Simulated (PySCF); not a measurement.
Harmonic spectrum computed at PBE0 in the def2-SVP basis family (core potentials from Rb on, PySCF, no spin–orbit coupling):

```
ω (cm⁻¹)  IR (km/mol)
      47          1.1
      55          0.2
     110          1.5
     188          2.5
     245         28.9
     551         29.7
```

Which molecule gave it? In each, all ligands are bound to the one heavy central atom.
A. TcSI₂ (quartet)
B. TeSI₂ (singlet)
C. ReSI₂ (quartet)
D. PtSI₂ (triplet)
E. WSI₂ (triplet)

C. It has C2v symmetry with Re–I 2.585 Å (×2), Re–S 2.106 Å.
